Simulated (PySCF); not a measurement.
Gas-phase reaction: 2 MgBr + Br2 ⇌ 2 MgBr2

Computed with PySCF and rigid-rotor harmonic-oscillator thermochemistry at 1 bar. The comparison is the NASA 1993 polynomial table, which mixes measured and estimated data. S°(298 K) at PBE0/def2-TZVP differs from the NASA 1993 table for MgBr2 (-5 J/mol/K); whether the harmonic model or the table's entry is off was not settled. † marks an energy on the PBE0/def2-TZVP geometry and frequencies; other levels use their own. CCSD(T) freezes the core. Open shells (unrestricted): MgBr (multiplicity 2); the rest are closed-shell singlets. B3LYP is the form with VWN-RPA correlation. For Mg the outer core is correlated in a valence basis, which is rough. Br: all electrons, no relativistic terms. For this reaction the table lies outside the span of B3LYP, CCSD(T), M06-2X, MP2, PBE0, r2SCAN, ωB97M-V, ωB97X-V in their largest bases here; which side is off was not settled. CCSD(T) isn't extrapolated to the basis-set limit; its ΔH°(298 K) is -624.6 kJ in def2-SVP and -606.2 kJ in def2-TZVPP. The harmonic model lacks anharmonicity and excited electronic states, which grow with temperature; levels with a mode under 35 cm⁻¹ are left out. Soft modes under 120 cm⁻¹ make the harmonic entropy rough for MgBr2. The table's entry may be an old estimate for MgBr, MgBr2 (not checked at source).

```json
[
 {"level": "table", "ΔH°(298 K), kJ": "-566.1", "minus table": "-", "ΔG°(600 K), kJ": "-487.3"},
 {"level": "B3LYP/def2-TZVP†", "ΔH°(298 K), kJ": "-584.6", "minus table": "-18.5", "ΔG°(600 K), kJ": "-499.6"},
 {"level": "CCSD(T)/def2-TZVPP†", "ΔH°(298 K), kJ": "-606.2", "minus table": "-40.1", "ΔG°(600 K), kJ": "-521.1"},
 {"level": "HF/def2-TZVP†", "ΔH°(298 K), kJ": "-563.2", "minus table": "2.9", "ΔG°(600 K), kJ": "-478.1"},
 {"level": "PBE/def2-SVP", "ΔH°(298 K), kJ": "-575.7", "minus table": "-9.6", "ΔG°(600 K), kJ": "-487.7"},
 {"level": "PBE/def2-TZVP†", "ΔH°(298 K), kJ": "-561.4", "minus table": "4.7", "ΔG°(600 K), kJ": "-476.3"},
 {"level": "PBE0/def2-SVP†", "ΔH°(298 K), kJ": "-596.9", "minus table": "-30.8", "ΔG°(600 K), kJ": "-511.9"},
 {"level": "LDA/def2-TZVP†", "ΔH°(298 K), kJ": "-580.4", "minus table": "-14.3", "ΔG°(600 K), kJ": "-495.3"},
 {"level": "ωB97X-V/def2-TZVP†", "ΔH°(298 K), kJ": "-621.0", "minus table": "-54.9", "ΔG°(600 K), kJ": "-536.0"}
]
```
